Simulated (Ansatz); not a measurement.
Molecule: sum formula KOH, charge 0, multiplicity 1. SMILES: [K][OH]
Structure (B3LYP-D3(BJ)/def2-TZVP (Ansatz, a quantum-chemistry and plane-wave program) minimum search):
```
O
H 1 0.9574
K 1 2.2222 2 180.00
```
Charge 0, spin multiplicity 1.

Quantity: vertical electron affinity (to the doublet state of charge -1; a negative value means that the extra electron is unbound and the number depends on the basis; each state is the SCF solution reached for its spin), in eV. Cores are frozen in the correlated levels unless marked. UHF or UKS for open shells. Spin-orbit coupling is left out. The frozen core is the preceding noble-gas configuration, with the filled d and f shells of earlier blocks. The outer core of K, Ca and their heavier congeners is not correlated, a term that matters for these elements. No relativistic terms. Anions need diffuse functions: def2-D sets add few. CBS(X,Y): correlation extrapolated as X^-3; Hartree-Fock from the larger set.

```
level                                 program  vertical electron affinity (eV)
------------------------------------  -------  -------------------------------
SVWN5/def2-TZVPD                       Ansatz                             0.32
PBE/def2-TZVPD                         Ansatz                             0.32
r2SCAN/def2-TZVPD                      Ansatz                             0.21
B3LYP/def2-TZVPD                       Ansatz                             0.31
PBE0/def2-TZVPD                        Ansatz                             0.30
BHLYP/def2-TZVPD                       Ansatz                             0.19
CAM-B3LYP/def2-TZVPD                   Ansatz                             0.25
wB97M-V/def2-TZVPD                     Ansatz                            -0.02
wB97X-V/def2-TZVPD                     Ansatz                             0.16
wB97X/def2-TZVPD                       Ansatz                             0.12
CCSD/def2-SVPD                         Ansatz                             0.15
CCSD/def2-TZVPPD                       Ansatz                             0.12
CCSD/def2-QZVPPD                       Ansatz                             0.11
CCSD/CBS(def2-TZVPPD,def2-QZVPPD)      Ansatz                             0.11
CCSD(T)/def2-SVPD                      Ansatz                             0.16
CCSD(T)/def2-TZVPPD                    Ansatz                             0.13
CCSD(T)/def2-QZVPPD                    Ansatz                             0.12
CCSD(T)/CBS(def2-TZVPPD,def2-QZVPPD)   Ansatz                             0.12
```
